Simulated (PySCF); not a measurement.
C6H17NSi, SMILES CC(C)N([SiH3])C(C)C.

Geometry optimised at r2SCAN-D4/def2-SVP. The isomer is the one that the SMILES or the coordinates give; other isomers of the formula were not compared. One conformer was computed; it need not be the lowest.

Two levels are set side by side: TDA-PBE/def2-SVP (PySCF) and TDA-ωB97X/def2-SVP (PySCF). Vertical, same geometry. The lowest singlet is HOMO→LUMO 99 % with PBE and HOMO→LUMO 91 % with the other functional; states are paired by order. Differences are taken from unrounded values.

```
quantity                               TDA-ωB97X
-------------------------------------  ---------
lowest singlet excitation (eV)              6.33
lowest triplet excitation (TDA) (eV)        6.08
first bright state (f over 0.05) (eV)       7.95
its oscillator strength                     0.07
```

What does TDA-PBE give, and how far is it from TDA-ωB97X? (Estimate from the structure and the level; the computed values follow.)


```
quantity                               TDA-PBE  TDA-PBE minus TDA-ωB97X
-------------------------------------  -------  -----------------------
lowest singlet excitation (eV)            4.97                    -1.36
lowest triplet excitation (TDA) (eV)      4.80                    -1.28
first bright state (f over 0.05) (eV)     6.76                    -1.19
its oscillator strength                   0.06                    -0.01
```

A lower first singlet is the usual sign of a functional without exact exchange. Differences between two approximate levels are no errors against the true value.

Rough cost on one machine, each run with all the roots and properties that it gave: TDA-ωB97X against TDA-PBE about 3 times.
